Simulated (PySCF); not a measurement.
## Assigning NMR signals

Bonds (- single, = double, # triple, : aromatic): C1#C2 1.204 Å, C2-C3 1.410 Å, C3:P4 1.751 Å, P4:C5 1.732 Å, C5:C6 1.387 Å, C6-Si7 1.899 Å, C6:C8 1.387 Å, C8:P9 1.732 Å, P9:C3 1.751 Å. C1 carries H10; C5 carries H11; Si7 carries H12, H13, H14; C8 carries H15.

PySCF 2.14 calculation with NMR shieldings at PBE0/pcSseg-1/GIAO and structure optimised with GFN2-xTB; no relativistic terms, one computed conformer, averaged over atoms made equivalent by symmetry, fast rotation or ring inversion, no solvent.

Chemical shifts δ = σref − σ; TMS for ¹³C (σ = 186.93 ppm) and ¹H (σ = 31.72 ppm), all at this level.

Task: Assign these signals to the numbered atoms. ¹³C{¹H} NMR (computed): δ 194.4, 169.6, 139.3, 113.1, 90.8.

Result: 
194.4 → C3, substituted aromatic carbon
169.6 → C5/C8, aromatic CH
139.3 → C6, substituted aromatic carbon
113.1 → C1, terminal alkyne carbon
90.8 → C2, alkyne carbon: sp carbons lie upfield of alkene carbons because the cylindrical π system leaves one tensor component strongly shielded

Task: Assign these signals to the numbered atoms. ¹H NMR (600 MHz, computed): δ 9.60 (m, 2H), 4.85 (s, 1H), 4.67 (s, 3H).

Result: 
9.60 → H11/H15, hydrogen on an aromatic CH: aromatic region
4.85 → H10, hydrogen on a terminal alkyne carbon
4.67 → H12/H13/H14, hydrogen on a silicon bonded to C

Splittings by ³¹P in the carbon and heteronuclear signals aren't shown, as no couplings were computed. Shifts are as computed. Against solution values, carbons near 30 ppm lie about +3 ppm off and those near 130 ppm about +5 ppm. Of 1211 compounds with measured shifts, 218 miss one by over three times the rms of a fit or turn the order of signals round; such compounds aren't used in these exercises. Multiplicities follow the n + 1 count of equivalent neighbours, as no J values were calculated; m marks all less simple cases, F and P coupling included.
